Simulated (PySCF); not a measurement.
C₈H₄F₃N.
SMILES: `N#C[C@]12C=C[C@@]1(C(F)(F)F)C=C2`

Torsions of this conformer, `[N:1]#[C:2][C@:3]12[CH:4]=[CH:5][C@@:6]1([C:7]([F:8])([F:9])[F:10])[CH:11]=[CH:12]2`: C5–C6–C7–F8 75°.

The closed-shell ground state was solved at several levels (PySCF, density fitting, gas phase, non-relativistic). Geometry: PBE0-D3(BJ)/def2-SVP; no solvent, vibrations or thermal averaging.

```csv
level,basis functions,HOMO (eV),LUMO (eV),gap (eV),dipole (D)
B3LYP/def2-SVPD,281,-8.03,-1.89,6.14,5.35
PBE0/pcSseg-1,224,-8.23,-1.59,6.64,5.25
B3LYP/pcJ-1,364,-7.97,-1.79,6.18,5.26
```

Q: Estimate the row for KT2/pcSseg-2, a basis of 488 functions; the other rows only guide the guess.

A: HOMO -7.06 eV, LUMO -2.63 eV, gap 4.43 eV, dipole 5.20 D.

Q: Over all these levels, which gives the widest orbital gap and which the narrowest?

A: PBE0/pcSseg-1 (global hybrid, 25 % exact exchange) has the widest, 6.64 eV, and KT2/pcSseg-2 (GGA) the narrowest, 4.43 eV. Functional and basis both differ between the two, so the spread mixes both effects.

Q: How far do the dipole and the HOMO energy spread over the levels?

A: The dipole runs from 5.20 to 5.35 D (mean 5.26 D) and the HOMO from -8.23 to -7.06 eV.
